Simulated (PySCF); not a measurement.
Isomers of CH10NSi3 (doublet state). Method used: PBE0-D3(BJ)/def2-SVP geometry optimisation, gas phase (PySCF). One conformer each; no zero-point energy, no entropy. No frequencies were run at this level. Point groups hold within 0.08 Å. The open-shell SCF solutions weren't tested for stability.

Task: Rank from lowest to highest electronic energy at this level (kJ/mol).
A. `[NH:1][SiH2:2][SiH2:3][CH2:4][SiH3:5]` (doublet state) with H–N1–Si2–Si3 89°, N1–Si2–Si3–C4 -45°, Si2–Si3–C4–Si5 -53°
B. `[NH2:1][SiH2:2][SiH2:3][CH2:4][SiH2:5]` (doublet state) with H–N1–Si2–Si3 -68° and 68°, N1–Si2–Si3–C4 180°, Si2–Si3–C4–Si5 180°, Si3–C4–Si5–H 61° and -61°
C. `[NH2:1][SiH:2][SiH2:3][CH2:4][SiH3:5]` (doublet state) with H–N1–Si2–Si3 -59° and 156°, N1–Si2–Si3–C4 55°, Si2–Si3–C4–Si5 179°
D. `[NH2:1][SiH2:2][SiH2:3][CH:4][SiH3:5]` (doublet state) with H–N1–Si2–Si3 164° and -57°, N1–Si2–Si3–C4 -63°, Si2–Si3–C4–Si5 -89°

Result: C (0.0), B (21.6), D (63.2), A (100.8).

All arise from one parent by loss of a hydrogen atom (N[SiH][SiH2]C[SiH3]: H removed from Si; N[SiH2][SiH2]C[SiH2]: H removed from Si; N[SiH2][SiH2][CH][SiH3]: H removed from sp3 C; [NH][SiH2][SiH2]C[SiH3]: H removed from N), so the differences are those of the electronic X–H dissociation energies at this level.

```
                 SMILES      E (Eh)  E rel (kJ/mol)  dipole (D)  point group       A, B, C (MHz)   ⟨S²⟩
    N[SiH][SiH2]C[SiH3]  -966.51628             0.0        2.44           C1  5932, 873.3, 800.1  0.753
   N[SiH2][SiH2]C[SiH2]  -966.50804            21.6        1.14           Cs  9403, 758.2, 725.6  0.752
N[SiH2][SiH2][CH][SiH3]  -966.49221            63.2        2.04           C1   3930, 1010, 933.2  0.755
[NH][SiH2][SiH2]C[SiH3]  -966.47788           100.8        1.56           C1    3063, 1393, 1139  0.756
```

Task: How do the relative energies change in single points at B3LYP/IGLO-III on C N Si, pcH-1 on H (no added dispersion term) on the same geometries?

Result: 
| SMILES | PBE0-D3(BJ)/def2-SVP (kJ/mol) | B3LYP/IGLO-III on C N Si, pcH-1 on H (kJ/mol) | shift |
| --- | --- | --- | --- |
| N[SiH][SiH2]C[SiH3] | 0.0 | 0.0 | 0.0 |
| N[SiH2][SiH2]C[SiH2] | 21.6 | 21.2 | -0.4 |
| N[SiH2][SiH2][CH][SiH3] | 63.2 | 47.9 | -15.3 |
| [NH][SiH2][SiH2]C[SiH3] | 100.8 | 90.7 | -10.1 |

Each column counts from its own lowest isomer. The order is unchanged; the largest shift is 15.3 kJ/mol.
